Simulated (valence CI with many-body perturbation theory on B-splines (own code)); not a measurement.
## Which ion has this spectrum?

A relativistic CI+MBPT calculation for an atom or ion with 15 electrons gives these levels (eV):

```csv
J,Parity,E,g
3/2,odd,0.00,1.41
3/2,odd,58.64,1.43
5/2,odd,66.40,1.19
1/2,odd,75.96,0.66
3/2,odd,135.58,1.28
3/2,even,143.90,0.80
5/2,even,153.46,1.45
5/2,even,171.95,1.24
1/2,even,178.29,2.24
3/2,even,179.73,1.16
5/2,even,202.63,0.96
3/2,even,203.11,0.94
1/2,even,203.88,0.24
7/2,even,209.88,1.08
```

The energies are calculated, and their last digits are not significant.

(1) Which is it?
A. Sb36+
B. Te37+
C. Cs40+
D. Xe39+

## Answers

(1) B. Te37+, ground level (3s^2 3p1/2^2 3p3/2) J=3/2.
